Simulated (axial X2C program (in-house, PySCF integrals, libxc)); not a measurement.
**What spin–orbit coupling does to KB⁻**

Calculated with an axial X2C code built on PySCF integrals. Spin-free means the one-electron spin-free X2C Hamiltonian; two-component (2c) means X2C with spin–orbit coupling and atomic mean-field two-electron Coulomb and Gaunt terms, so the difference of the two also holds small scalar two-electron terms. Basis: K dyall-acv3z [12s13p7d3f], B dyall-av3z [8s7p3d2f] (cores contracted in-house); Gaussian nuclei, density fitting, unrestricted open shells. Masses: K 38.964 u, B 11.009 u.

Spin-free state: M_S = 1/2, Λ = 1 (beyond evenly filled blocks: π+α); fragments K + B- for PBE0; K- + B for HF, CCSD, CCSD(T), B97-3.

```json
{"level": "PBE0", "Re (Å)": "3.016", "ωe (cm⁻¹)": "211.8", "De (eV)": "n/a", "μ (D)": "1.02"}
{"level": "HF", "Re (Å)": "3.074", "ωe (cm⁻¹)": "220.2", "De (eV)": "0.838", "μ (D)": "1.93"}
{"level": "CCSD", "Re (Å)": "3.036", "ωe (cm⁻¹)": "215.9", "De (eV)": "0.803", "μ (D)": "n/a"}
{"level": "CCSD(T)", "Re (Å)": "3.032", "ωe (cm⁻¹)": "215.8", "De (eV)": "0.821", "μ (D)": "n/a"}
{"level": "B97-3", "Re (Å)": "3.063", "ωe (cm⁻¹)": "199.6", "De (eV)": "0.941", "μ (D)": "0.62"}
```

Correlated methods: 13 electrons correlated (number of frozen shells: K 2 s, 1 p; B 1 s), 265 virtual spin orbitals or spinors in MP2, 90 natural virtuals in coupled cluster.

Dipoles are positive if B is the positive end and refer to the centre of mass.

Within this multiplet, which Ω should lie lowest by the rule for regular and inverted multiplets?

The open π shell holds one electron, so the multiplet is regular: Ω = Λ − 1/2 = 1/2. The PBE0 2c search agrees, though Ω = 3/2 of the search lies only 0.00 eV higher.

Two-component determinant lowest at the distance of the search:

Ω = 1/2 (⟨Sz⟩ = -0.50, ⟨Lz⟩ = 1.00 at HF); fragments K + B- for PBE0; K- + B for HF, CCSD, CCSD(T), B97-3.

| level | Re (Å) | ωe (cm⁻¹) | De (eV) | μ (D) |
| --- | --- | --- | --- | --- |
| PBE0 | 3.015 | 211.9 | n/a | 1.03 |
| HF | 3.074 | 220.2 | 0.805 | 1.93 |
| CCSD | 3.036 | 215.9 | 0.803 | n/a |
| CCSD(T) | 3.032 | 215.8 | 0.822 | n/a |
| B97-3 | 3.062 | 199.6 | 0.941 | 0.62 |

From the two tables, how do the constants change at the CCSD(T) level (2c against spin-free)?

At the CCSD(T) level Re is unchanged within 0.001 Å and ωe doesn't move by more than 0.2 cm⁻¹; De is not compared, since the atomic limits differ or miss part of their spin–orbit lowering.

The state is one determinant whose occupation by symmetry is held fixed; it was picked as the lowest of a PBE0 search that is not exhaustive. Dissociation energies refer to the lowest single-determinant-based atoms at the same level and basis. De is not given where an atomic determinant may have missed its ground term or J level, or where the truncated virtual space spoils (T). Density functionals use the spin component along the axis (collinear). CCSD and (T) use frozen natural virtuals with an MP2 correction for the truncation; (T) itself is uncorrected, so its De runs slightly low. In 2c an atomic determinant is not the ground J level, so De misses part of the atomic spin–orbit lowering. This holds for CCSD, CCSD(T), B97-3. PBE0 can misorder states that lie within some tenths of an eV, so this need not be the ground state of the molecule. The nearest other spin-free determinant of the search, M_S = 3/2, Λ = 1, lies 0.09 eV up at the distance of the search. Without a current term, density functionals place determinants with orbital angular momentum somewhat too high. The highest occupied level of some functionals is positive through self-interaction error; at Hartree–Fock it is bound. The determinant is spin-polarised beyond a pure state at some levels (its spin-free form has ⟨S²⟩ too high), which makes Re and μ there less reliable. Hartree–Fock gets electron affinities wrong, so its lowest charge split need not be the true one.
